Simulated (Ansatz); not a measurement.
Consider the redistribution: `[NH]=[Ta]([OH])([OH])[OH]` + `[Cl][Sn][Br]` → `[NH]=[Ta]([OH])([OH])[Cl]` + `[OH][Sn][Br]`.

Gas-phase electronic energies from Ansatz, PBE0-D4/def2-TZVP geometries. CBS: MP2 limit from def2 TZ/QZ plus the TZ coupled-cluster correction, frozen cores. def2 core potentials past Kr. For Br, Sn, Ta outer-core shells are correlated without core-valence functions, which leaves a few kJ/mol of doubt a bond. Scalar relativity is left out up to krypton. One conformer a species, not always the lowest.

```tsv
species	CCSD(T)/CBS(def2) energy (Eh)
`[NH]=[Ta]([OH])([OH])[OH]`	-339.70980
`[Cl][Sn][Br]`	-3247.23683
`[NH]=[Ta]([OH])([OH])[Cl]`	-723.73652
`[OH][Sn][Br]`	-2863.20849
```

**Question.** Work out ΔE.

**Answer.** ΔE = (-723.73652) + (-2863.20849) − (-339.70980) − (-3247.23683) = 0.00162 Eh = +4.3 kJ/mol.

**Question.** What do rigid-rotor, harmonic-oscillator terms from PBE0-D4/def2-TZVP frequencies (298.15 K, 1 bar) make of the CCSD(T)/CBS value? (An estimate is asked.)

**Answer.** Computed: ΔZPE = +4.7 kJ/mol, ΔH = +6.9 kJ/mol, ΔS = -15 J/(mol·K), ΔG = +11.5 kJ/mol.

Largest T1 diagnostic among the species: 0.019.

From BLYP to BHLYP (50 % exact exchange), in def2-TZVPP and without D4, ΔE moves by +4.3 kJ/mol. Leaving LDA and LC-ωPBE aside and taking each functional with its dispersion term where it has one, the values, not all of them listed here, spread over 10.9 kJ/mol, from PBE-QIDH to BHLYP-D4.
